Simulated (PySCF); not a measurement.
Give a PBE0-D3(BJ)/def2-SVP geometry of 3,3-dimethylcyclohexanol, `CC1(C)CCC[C@@H](O)C1`.

```xyz
25
C8H16O angstrom
C     -1.6328    0.9219    1.1720
C     -1.2861    0.1393   -0.0988
C     -2.5357    0.0559   -0.9737
C     -0.8143   -1.2832    0.2516
C      0.5456   -1.3231    0.9397
C      1.6072   -0.6102    0.1126
C      1.1994    0.8157   -0.2093
O      2.1943    1.3657   -1.0404
C     -0.1678    0.8439   -0.8851
H     -2.4517    0.4282    1.7192
H     -1.9654    1.9422    0.9224
H     -0.7820    1.0120    1.8627
H     -2.3331   -0.4997   -1.9031
H     -3.3547   -0.4576   -0.4448
H     -2.8933    1.0602   -1.2524
H     -1.5781   -1.7787    0.8748
H     -0.7537   -1.8661   -0.6850
H      0.4785   -0.8588    1.9388
H      0.8449   -2.3685    1.1152
H      1.7588   -1.1359   -0.8467
H      2.5818   -0.6026    0.6253
H      1.1439    1.3830    0.7436
H      1.9276    2.2616   -1.2699
H     -0.4626    1.8907   -1.0866
H     -0.0504    0.3567   -1.8692
```

Any rigid rotation of these coordinates is as good. Atoms count from 1 in this order. The 6-membered ring C2–C4–C5–C6–C7–C9 has internal angles of 108.5° to 114.6° (sum 670°, against 720° for a flat polygon); it is puckered, 0.22 Å rms from its mean plane, widest ring torsion 55°. Of the pairs four or more bonds apart, H12···H18 is among the closest relative to their van der Waals radii: 2.26 Å, 94 % of the sum of Bondi's values. The C–C distances run from 1.518 Å (C6–C7, drawn single) to 1.539 Å (C2–C4, drawn single), a spread of 0.021 Å.

Bonds between heavy atoms (Å): C1–C2 1.532, C2–C3 1.528, C2–C4 1.539, C4–C5 1.525, C5–C6 1.523, C6–C7 1.518, C7–O8 1.408, C7–C9 1.525, C2–C9 1.538.

The calculation used PBE0-D3(BJ)/def2-SVP geometry optimisation, gas phase in PySCF 2.14.0.

Point group: C1 (no symmetry element, even within 0.4 Å). Not checked by PBE0-D3(BJ)/def2-SVP frequencies. One conformer, not necessarily the lowest (C6–C7–O8–H 178°, C1–C2–C4–C5 -70°, C2–C4–C5–C6 -55°, C4–C5–C6–C7 55°, C5–C6–C7–O8 -176°).

Time: 95 s wall; peak memory 0.93 GiB. Hardware: one thread, Arm Neoverse V1 (aarch64), shared host with 32 logical CPUs at a one-minute load of 25. That covers the optimisation of the geometry.
